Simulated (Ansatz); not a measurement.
Computed with Ansatz on PBE0-D4/def2-TZVP structures; ΔE is electronic, products minus reactants. CCSD(T)/CBS adds triple-zeta CCSD(T) − MP2 to the extrapolated MP2 energy (def2 sets, frozen cores). DFT in def2-TZVPP. B3LYP here is the variant with VWN-RPA as its local correlation; programs differ in this. For Se outer-core shells are correlated without core-valence functions, which leaves a few kJ/mol of doubt a bond. Scalar relativity is left out up to krypton. One conformer a species, not always the lowest.

Reaction (substitution at a C–C bond): `CCCCCCCCO` + `N=C=[Se]` → `CN=C=[Se]` + `CCCCCCCO`

`CCCCCCCCO`:

Z-matrix (Å, degrees):
```
C
C 1 1.520
H 1 1.092 2 111.2
H 1 1.092 2 111.9 3 120.1
H 1 1.094 2 111.0 3 -119.8
C 2 1.523 1 114.1 3 176.6
H 2 1.095 1 109.0 3 54.8
H 2 1.097 1 109.5 3 -60.8
C 6 1.521 2 114.5 1 65.0
H 6 1.096 2 109.0 1 -173.0
H 6 1.098 2 109.2 1 -57.7
C 9 1.521 6 112.8 2 177.3
H 9 1.094 6 109.6 2 -60.1
H 9 1.098 6 109.2 2 55.8
C 12 1.522 9 114.5 6 -176.5
H 12 1.096 9 108.6 6 -54.7
H 12 1.098 9 109.2 6 60.4
C 15 1.520 12 114.3 9 -66.6
H 15 1.096 12 109.1 9 171.9
H 15 1.095 12 109.6 9 56.3
C 18 1.517 15 113.3 12 -179.9
H 18 1.097 15 109.8 12 -58.6
H 18 1.097 15 110.5 12 57.9
O 21 1.414 18 113.3 15 -61.9
H 21 1.099 18 109.9 15 173.7
H 21 1.094 18 110.0 15 55.9
H 24 0.961 21 108.1 18 -61.3
```

`N=C=[Se]`:

```xyz
4

N    -0.191   -0.065   -0.829
C    -0.110    0.055    0.354
Se   -0.148    0.249    2.055
H     0.449   -0.240   -1.581
```

`CN=C=[Se]`:

```xyz
7

C     0.288   -0.244    0.948
N    -0.106    0.091   -0.354
C    -0.437    0.371   -1.441
Se   -0.927    0.786   -3.051
H    -0.520   -0.032    1.653
H     0.535   -1.307    1.007
H     1.167    0.336    1.238
```

`CCCCCCCO`:

Cartesian coordinates in Å:
```
C 1.807 2.283 -1.820
C 1.693 1.614 -0.462
C 0.329 0.990 -0.218
C 0.216 0.313 1.138
C -1.174 -0.230 1.458
C -1.719 -1.263 0.478
C -0.867 -2.511 0.363
O -1.467 -3.512 -0.434
H 1.067 3.081 -1.930
H 1.638 1.565 -2.628
H 2.795 2.724 -1.971
H 1.900 2.345 0.328
H 2.464 0.840 -0.366
H 0.122 0.268 -1.018
H -0.445 1.764 -0.304
H 0.493 1.033 1.916
H 0.958 -0.491 1.202
H -1.159 -0.670 2.462
H -1.877 0.609 1.506
H -1.833 -0.813 -0.516
H -2.722 -1.567 0.794
H 0.133 -2.263 -0.019
H -0.730 -2.962 1.350
H -1.624 -3.145 -1.308
```

```json
{"level": "LDA (SPW92)", "ΔE (kJ/mol)": "9.8", "difference from CCSD(T)/CBS": "-3.2"}
{"level": "BLYP-D4", "ΔE (kJ/mol)": "9.2", "difference from CCSD(T)/CBS": "-3.8"}
{"level": "B97M-V", "ΔE (kJ/mol)": "15.7", "difference from CCSD(T)/CBS": "2.7"}
{"level": "B3LYP-D4", "ΔE (kJ/mol)": "5.9", "difference from CCSD(T)/CBS": "-7.1"}
{"level": "r2SCAN0-D4", "ΔE (kJ/mol)": "8.4", "difference from CCSD(T)/CBS": "-4.6"}
{"level": "BHLYP-D4", "ΔE (kJ/mol)": "1.5", "difference from CCSD(T)/CBS": "-11.5"}
{"level": "ωB97X-V", "ΔE (kJ/mol)": "6.7", "difference from CCSD(T)/CBS": "-6.3"}
{"level": "r2SCAN", "ΔE (kJ/mol)": "11.8", "difference from CCSD(T)/CBS": "-1.2"}
{"level": "PBE0", "ΔE (kJ/mol)": "5.6", "difference from CCSD(T)/CBS": "-7.4"}
{"level": "B3LYP", "ΔE (kJ/mol)": "3.2", "difference from CCSD(T)/CBS": "-9.8"}
{"level": "BHLYP", "ΔE (kJ/mol)": "-0.3", "difference from CCSD(T)/CBS": "-13.3"}
{"level": "MP2/def2-SVP", "ΔE (kJ/mol)": "5.8", "difference from CCSD(T)/CBS": "-7.2"}
{"level": "CCSD(T)/def2-SVP", "ΔE (kJ/mol)": "7.1", "difference from CCSD(T)/CBS": "-5.9"}
{"level": "MP2/def2-TZVPP", "ΔE (kJ/mol)": "10.7", "difference from CCSD(T)/CBS": "-2.3"}
{"level": "CCSD/def2-TZVPP", "ΔE (kJ/mol)": "7.8", "difference from CCSD(T)/CBS": "-5.2"}
{"level": "MP2/def2-QZVPP", "ΔE (kJ/mol)": "11.0", "difference from CCSD(T)/CBS": "-2.0"}
{"level": "CCSD(T)/CBS", "ΔE (kJ/mol)": "13.0", "difference from CCSD(T)/CBS": "0"}
```

Largest T1 diagnostic among the species: 0.016.

From r2SCAN to r2SCAN0 (25 % exact exchange), in def2-TZVPP and without D4, ΔE moves by −4.0 kJ/mol. At CCSD(T), def2-SVP lies −5.9 kJ/mol from the extrapolated value and def2-TZVPP −0.7 kJ/mol.
